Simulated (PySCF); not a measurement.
Question: Give a PBE0-D3(BJ)/def2-SVP geometry of `c1c(sc(C)c1)Cl`.

Answer: 
Z-matrix in Å and degrees, rows numbered from 1:
```
C 
C   1  1.4913
C   2  1.3712  1  128.66
C   3  1.4247  2  113.92  1   179.97
C   4  1.3674  3  111.71  2     0.01
Cl  5  1.7118  4  127.49  3  -179.96
S   5  1.7295  4  112.11  3    -0.03
H   1  1.1016  2  111.99  3   119.93
H   1  1.0987  2  109.54  3     0.33
H   1  1.1016  2  111.99  3  -119.28
H   3  1.0913  2  122.45  1    -0.06
H   4  1.0895  3  125.19  2  -179.99
```

S7 (thiophene-type sulfur) is bent (angle 91.7°). The 7 heavy atoms lie in one plane (0.000 Å rms). The 4 C–C bonds span 1.367 Å (C4–C5, aromatic) to 1.491 Å (C1–C2, drawn single), a spread of 0.124 Å. The 5-membered ring C2–C3–C4–C5–S7 has internal angles of 91.7° to 113.9° (sum 540°, against 540° for a flat polygon); it is planar, 0.00 Å rms from its mean plane, widest ring torsion 0°.

Theory: PBE0-D3(BJ)/def2-SVP geometry optimisation, gas phase in PySCF.

Point group: Cs (tolerance 0.08 Å). Stationary, but not proved a minimum.
